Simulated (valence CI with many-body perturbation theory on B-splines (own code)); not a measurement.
# Ar¹³⁺ in three bases

Computed by valence CI with perturbative core correlation (CI+MBPT): three valence electrons over a frozen Dirac-Fock core [He], a basis of 9 s, 9 p, 8 d, 6 f, 3 g, 1 h functions for each j, with the one-electron correlation potential Σ1, the two-electron term Σ2, the three-electron term Σ3, Breit, model QED; selected CI, second order for the rest, scaled by the run's own slope (own B-spline code, finite nucleus).

No measured levels were compared; by estimate levels of excited configurations hold to 0.05 to 0.15 % of their energy, terms of the ground configuration to about 0.5 %.

The reference run has the lowest level 2s²2p ²P°_1/2 and an ionisation energy of 755.121 eV. Its largest variational space holds 10912 state functions.

Changed runs:
A. basis 6 s, 6 p, 5 d, 3 f, 1 g
B. basis 5 s, 5 p, 4 d, 2 f

Excitation energies of the reference run in cm⁻¹, and shifts in cm⁻¹:

```
                 Level  Reference       A       B
         2s²2p ²P°_3/2      22656    -1.1    -2.6
          2s2p² ⁴P_1/2     229211    -137    -397
          2s2p² ⁴P_3/2     237797    -140    -402
          2s2p² ⁴P_5/2     249283    -137    -398
          2s2p² ²D_3/2     410291    +124    +377
          2s2p² ²D_5/2     411262    +124    +373
          2s2p² ²S_1/2     514715    +220    +649
          2s2p² ²P_1/2     545470    +168    +537
          2s2p² ²P_3/2     554985    +152    +498
           2p³ ⁴S°_3/2     717928    -120    -351
           2p³ ²D°_3/2     811085    +117    +341
           2p³ ²D°_5/2     812973    +119    +337
Ionisation energy (eV)    755.121  -0.017  -0.054
```
